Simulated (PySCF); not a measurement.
Compound: C7H15P2 (charge -1).
Numbering: `[CH3:1][P:2]([CH3:3])[P-:4][CH:5]1[CH2:6][CH2:7][CH2:8][CH2:9]1`

Geometry (GFN2-xTB, Å), atoms numbered from 1 in this order:
```
atom  x, y, z in Å
C1     3.5240   -1.3074    0.6452
P2     1.9888   -0.2982    0.9350
C3     2.7842    1.3566    0.5342
P4     0.9279   -0.7925   -0.8390
C5    -0.7743   -0.4819   -0.1117
C6    -1.1878    0.9904   -0.0815
C7    -2.7194    0.9824    0.0217
C8    -3.1622   -0.4248   -0.4227
C9    -1.8933   -1.1083   -0.9358
H10    4.3206   -0.9868    1.3195
H11    3.2864   -2.3543    0.8311
H12    3.8419   -1.1958   -0.3917
H13    3.1836    1.3345   -0.4806
H14    2.0169    2.1286    0.5946
H15    3.5784    1.5838    1.2473
H16   -0.7971   -0.8858    0.9079
H17   -0.8682    1.4584   -1.0152
H18   -0.7078    1.5200    0.7425
H19   -3.1613    1.7564   -0.6108
H20   -3.0387    1.1764    1.0483
H21   -3.9455   -0.3871   -1.1843
H22   -3.5571   -0.9804    0.4315
H23   -1.9267   -2.1930   -0.8349
H24   -1.7252   -0.8713   -1.9887
```

Definitions: NICS(0) = −σiso at the ring centroid; NICS(1) = −σiso and NICS(1)zz = −σzz at ±1 Å along the ring normal z. Level: GIAO PBE0/pcSseg-1 (PySCF, non-relativistic, gas phase) on the GFN2-xTB geometry, one conformer.

Ring bond lengths (Å), with Mayer bond orders in brackets: C5–C6 1.530 (0.98), C6–C7 1.535 (1.02), C7–C8 1.541 (1.02), C8–C9 1.530 (1.04), C9–C5 1.524 (1.00).

Give the NICS values of each ring in ppm.

```csv
ring,type,NICS(0),"NICS(1), two faces","NICS(1)zz, two faces",rms pucker (Å),"centre to ring atoms, mean (Å)"
C5–C6–C7–C8–C9,5-membered carbocycle; formal bonds all single,-5.0,-4.1 / -4.2,-3.1 / -3.2,0.18,1.28
```

What do they say, and how far can they be read as aromaticity?

- C5–C6–C7–C8–C9: mean NICS(1)zz -3.2 ppm, shielded. C5, C6, C7, C8, C9 have four or more neighbours; no verdict on aromaticity is drawn.

At the second NICS(1) probe listed for ring C5–C6–C7–C8–C9, 1 Å off the ring, how large is the induced field along the normal in 1 T applied along it?

NICSzz × B0 = -3.2 ppm × 1 T = -3 μT, against the applied field.
